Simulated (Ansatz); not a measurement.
```yaml
atoms:
  - { symbol: B, position_ang: [0.0000, 0.0000, 0.0000] }
  - { symbol: H, position_ang: [1.1100, 0.0000, 0.0000] }
  - { symbol: H, position_ang: [-0.5550, 0.9613, 0.0000] }
  - { symbol: H, position_ang: [-0.5550, -0.9613, 0.0000] }
```

Basis set: def2-TZVP (spherical functions). Frozen core: 1 orbital. Charge 0, multiplicity 1.

Computed with Ansatz (development build ahead of 0.2.0); each method stands on the lowest determinant of its kind that the runs found. Restricted open shells among the atoms or ions are ROHF, correlated in semicanonical orbitals with singles.

The atomization energy at this shape (free ground-state atoms in the same class of orbitals less the molecule, no zero-point energy) of singlet BH₃:

```tsv
method	atomization energy
RHF-MP2	11.45 eV
```

(1) What does RHF give?

Answers

(1) 9.87 eV. Caution: the shape is not the minimum.
